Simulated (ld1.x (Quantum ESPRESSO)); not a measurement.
**platinum (Pt): variants of one TM potential**

Base potential:

Pt (Z = 78), norm-conserving Troullier–Martins (Kleinman–Bylander form), made with ld1.x (Quantum ESPRESSO) 7.5 (PBE, scalar-relativistic). Core [Kr] 4d10 4f14, reference 5s2 5p6 5d7 6s0 6p0 (charge +3). Waves: 5p (bound): rc 1.00 bohr; 5d (bound): rc 2.05 bohr; 5s (bound): rc 1.10 bohr. Local part: the s channel. Core correction: a·sin(br)/r model core, default radius (core density twice the valence density).

All-electron outer shells of the reference configuration (PBE, scalar-relativistic, ld1.x):

```tsv
shell	level (eV)	outermost node (bohr)	outermost maximum (bohr)
5s	-137.04	0.49	0.87
4f	-105.61	–	0.38
5p	-90.85	0.53	0.98
5d	-38.77	0.57	1.23
6s	-32.36	1.12	2.10
6p	-23.14	1.31	2.57
```

Cutoffs, loose and tight: the cutoffs (Ry, on a coarse ladder) from which the occupation-weighted sum of valence levels, in a spherical-Bessel basis at the reference potential, stays within 10 and 1 mRy of its value at 400 Ry. They do not see the model core or the augmentation charge, which bear on the density cutoff. Test errors are all-electron minus pseudo excitation energies from the reference, over the configurations 5s2 5p6 5d9 6s1 6p0; 5s2 5p6 5d9 6s0 6p0; 5s2 5p6 5d8 6s0 6p0; 5s2 5p6 5d9 6s0.5 6p0; 5s2 5p6 5d10 6s0 6p0; 5s2 5p6 5d8 6s2 6p0; 5s2 5p6 5d8 6s1 6p1. A dash means not determined; rows that change the core or the reference have their own tests. The largest error is taken over the tests solved by every variant that gives reliable tests at all: 5s2 5p6 5d10 6s0 6p0; 5s2 5p6 5d8 6s0 6p0; 5s2 5p6 5d8 6s1 6p1; 5s2 5p6 5d9 6s0 6p0; 5s2 5p6 5d9 6s0.5 6p0; 5s2 5p6 5d9 6s1 6p0.

The default core radius of the base comes out at 0.75 bohr.

```csv
change,outcome,"cutoff, loose","cutoff, tight",bound ghosts,largest test error (meV)
base,generated,160 Ry,260 Ry,none,+260
core correction a·sin(br)/r model core inside 0.72 bohr,generated,160 Ry,260 Ry,none,+260
"type ultrasoft; waves now 5s (bound): rc 1.10 bohr; 6s (bound): rc 1.10 bohr; 5p (bound): rc 1.00 bohr; 6p (bound): rc 1.00 bohr; 5d (bound): rcut 1.80, rcutus 2.05 bohr; 5d channel at -2.25 Ry: rcut 1.80, rcutus 2.05 bohr; local potential all-electron potential smoothed inside 1.90 bohr (lloc = -2); augmentation built from norm-conserving waves at rcut, not smoothed further",generated,160 Ry,260 Ry,none,-2314
"core [Kr] 4d10 4f14 5s2, valence charge 16; reference 5p6 5d9 6s0 6p1; waves now 5p (bound): rc 1.20 bohr; 5d (bound): rc 1.80 bohr; 6s (bound): rc 2.55 bohr; core correction none","generated, misses its reference levels by 0.43 eV",120 Ry,200 Ry,none,+2550
wave 5d (bound): rc 2.05 bohr becomes 5d (bound): rc 2.76 bohr,generated,160 Ry,260 Ry,none,+230
wave 5s (bound): rc 1.10 bohr becomes 5s (bound): rc 1.24 bohr,generated,140 Ry,230 Ry,none,+668
reference 5s2 5p6 5d10 6s0 6p0,generated,160 Ry,260 Ry,none,+255
functional PBEsol,generated,160 Ry,260 Ry,none,+262
reference 5s2 5p6 5d9 6s0 6p0,generated,160 Ry,260 Ry,none,+422
```

(1) What comes out with this change to the base: all radii but the core radius scaled by about 0.92 (s 1.02, p 0.92, d 1.88 bohr)?

(2) What comes out with this change to the base: wave 5p (bound): rc 1.00 bohr becomes 5p (bound): rc 1.32 bohr?

(3) What comes out with this change to the base: core [Xe] 4f14, valence charge 10; reference 5d8 6s2 6p0; waves now 6s (bound): rc 1.95 bohr; 5d (bound): rc 2.10 bohr; 6p (bound): rc 3.25 bohr; local potential the p channel; core correction none?

Results:

(1) outcome: generated; cutoff, loose: 230 Ry; cutoff, tight: over 300 Ry; bound ghosts: none; largest test error (meV): +182.

(2) outcome: generated; cutoff, loose: 140 Ry; cutoff, tight: 230 Ry; bound ghosts: none; largest test error (meV): +266.

(3) outcome: generated; cutoff, loose: 40 Ry; cutoff, tight: 60 Ry; bound ghosts: none; largest test error (meV): -631.
